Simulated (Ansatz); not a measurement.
C3H3F, SMILES `C=C[C]F` (singlet; the order of the spin states depends on the level; C–C–C–F torsion 33°) (charge 0, multiplicity 1). This singlet lies 0.23 eV below the relaxed triplet at the level B3LYP/cc-pVTZ // PBE0-D3(BJ)/def2-TZVP (Ansatz, a first-principles code); other levels give the other order.

Level of theory: CAM-B3LYP/cc-pVTZ // PBE0-D3(BJ)/def2-TZVP run with Ansatz.

Ansatz 0.2 input:
```yaml
crystal:
  periodic: [false, false, false]
  atoms:
    - { symbol: C, position_ang: [0.877779, -0.062625, 0.117793] }
    - { symbol: C, position_ang: [-0.274512, 0.550318, -0.177181] }
    - { symbol: C, position_ang: [-1.571323, -0.081478, 0.042276] }
    - { symbol: F, position_ang: [-1.442794, -1.38266, -0.141049] }
    - { symbol: H, position_ang: [0.895839, -1.113312, 0.385796] }
    - { symbol: H, position_ang: [1.819722, 0.473548, 0.151221] }
    - { symbol: H, position_ang: [-0.30471, 1.616209, -0.378853] }
basis:
  gaussian: { orbitals: cc-pVTZ }
hamiltonian:
  xc: cam_b3lyp
```

Output:

```
Functional definition: CAM-B3LYP
818 factors; their error is unknown
207 factors; integrals over basis functions are off by at most 1.2e-5 eV
mean field evaluation 1: about -5869.3614 eV, gradient 3.9e1 eV
mean field evaluation 2: about -5870.1175 eV, gradient 3.4e1 eV
mean field evaluation 4: about -5872.5072 eV, gradient 2.2e0 eV
mean field evaluation 8: about -5872.5187 eV, gradient 8.7e-2 eV
mean field evaluation 16: about -5872.5082 eV, gradient 1.6e-4 eV
mean field -5872.50815056 eV, -215.8106940042 hartree, gradient 4.4e-5 eV, S^2 0.000000; 0 other end points of the search recorded, 0 dependent functions left out
reference -5872.50824490 eV, -215.8106974710 hartree; 15, 15 occupied and 147, 147 virtual orbitals, 818 factors
Total energy: -5872.50824490 eV, -215.8106974710 hartree
```
